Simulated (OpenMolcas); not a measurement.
## Ag5+ in a point-charge field

Ag5+ among 5 point charges of -2 e arranged as a square pyramid (C4v), 2.04 Å from the ion, with the axial distance 1.958 Å.
```
   2.0400    0.0000    0.0000  -2.00
   0.0000    2.0400    0.0000  -2.00
  -2.0400    0.0000    0.0000  -2.00
   0.0000   -2.0400    0.0000  -2.00
   0.0000    0.0000    1.9584  -2.00
```

| Quantity | Value |
| --- | --- |
| Program | OpenMolcas 26.06 |
| Method | CASSCF |
| Basis | ANO-RCC-VTZP [7s6p4d2f1g] |
| Scalar Hamiltonian | DKH2, point nucleus |
| Active space | 6 electrons in 5 orbitals (4d) |
| State averaging | 2S+1 = 5 even, 5 roots; 2S+1 = 3 even, 45 roots; 2S+1 = 1 even, 50 roots |
| Spin-orbit coupling | state interaction with AMFI integrals over the reference wave functions |

The lowest spin-free states, above the lowest:

```csv
State,Degeneracy,E (cm-1),Free-ion L (%)
2S+1 = 5,2,0.0,D (100)
2S+1 = 5,1,802.2,D (100)
2S+1 = 5,1,3922,D (100)
2S+1 = 5,1,7533,D (100)
2S+1 = 3,2,21738,H (75)
2S+1 = 3,1,22741,H (59)
2S+1 = 3,1,23292,H (73)
2S+1 = 3,2,23791,H (81)
2S+1 = 3,1,23938,H (69)
2S+1 = 3,2,24707,H (76)
2S+1 = 3,1,25034,H (91)
2S+1 = 3,1,25167,H (71)
2S+1 = 3,2,27174,P (53)
2S+1 = 3,1,27304,F (48)
2S+1 = 3,2,28061,G (39)
2S+1 = 3,1,28334,F (76)
2S+1 = 3,1,28810,P (78)
2S+1 = 3,2,29622,F (75)
2S+1 = 3,1,30603,F (61)
2S+1 = 3,1,30774,G (96)
```

The lowest levels with spin-orbit coupling:

```json
{"E (cm-1)": "0.0", "Degeneracy": "1", "2S+1": "5", "g": ""}
{"E (cm-1)": "35.9", "Degeneracy": "2", "2S+1": "5", "g": "0.00 0.00 3.03"}
{"E (cm-1)": "142.4", "Degeneracy": "1", "2S+1": "5", "g": ""}
{"E (cm-1)": "216.0", "Degeneracy": "1", "2S+1": "5", "g": ""}
{"E (cm-1)": "535.1", "Degeneracy": "2", "2S+1": "5", "g": "0.00 0.00 9.80"}
{"E (cm-1)": "2400", "Degeneracy": "1", "2S+1": "5", "g": ""}
{"E (cm-1)": "2571", "Degeneracy": "2", "2S+1": "5", "g": "0.00 0.00 4.44"}
{"E (cm-1)": "3424", "Degeneracy": "1", "2S+1": "5", "g": ""}
{"E (cm-1)": "3474", "Degeneracy": "1", "2S+1": "5", "g": ""}
{"E (cm-1)": "4380", "Degeneracy": "1", "2S+1": "5", "g": ""}
{"E (cm-1)": "4437", "Degeneracy": "2", "2S+1": "5", "g": "0.00 0.00 4.18"}
{"E (cm-1)": "4585", "Degeneracy": "1", "2S+1": "5", "g": ""}
{"E (cm-1)": "4754", "Degeneracy": "1", "2S+1": "5", "g": ""}
{"E (cm-1)": "5807", "Degeneracy": "2", "2S+1": "5", "g": "0.00 0.00 5.95"}
{"E (cm-1)": "6182", "Degeneracy": "1", "2S+1": "5", "g": ""}
{"E (cm-1)": "9603", "Degeneracy": "1", "2S+1": "5", "g": ""}
{"E (cm-1)": "9825", "Degeneracy": "2", "2S+1": "5", "g": "0.00 0.00 1.86"}
{"E (cm-1)": "10326", "Degeneracy": "1", "2S+1": "5", "g": ""}
{"E (cm-1)": "10351", "Degeneracy": "1", "2S+1": "5", "g": ""}
{"E (cm-1)": "21529", "Degeneracy": "1", "2S+1": "3", "g": ""}
```

Powder χT (cm3 K/mol): 0.424 at 2 K, 2.09 at 10 K, 4.58 at 50 K, 4.96 at 100 K, 5.17 at 200 K, 5.24 at 300 K. The effective moment at 300 K is 2.828 √(χT) = 6.47 μB.

The lowest level has 2S+1 = 5, for which the spin-only value is χT = S(S+1) / 2 = 3.000 cm3 K/mol (g = 2). The computed 5.237 at 300 K differs by +2.237, through orbital momentum, spin-orbit coupling and any other state in reach.

Spin-orbit coupling mixes the spin-free states strongly: the lowest level takes only 52 % from its leading state, an unlabelled state of the same spin as most of the rest. An orbital doublet at a regular site is open to a Jahn-Teller distortion, which this geometry leaves out. Without dynamic correlation the repulsion within the d shell is too large (B by tens of per cent), so at a given field states of lower spin stand too high. Point charges give a weaker field than real ligands, and real ions of this kind are as a rule low spin; the high spin found here belongs to the model. Point charges carry no covalency, so the field is a model and not that of real ligands. An unlabelled pair can be two single states that coincide in this model. No measured value stands beside these numbers.

The RASSCF and RASSI steps took 24 s on 1 thread of Arm Neoverse V2 (shared host); the integral step is not counted.

With an even number of electrons the g values are those of a degenerate or nearly degenerate non-Kramers pair.
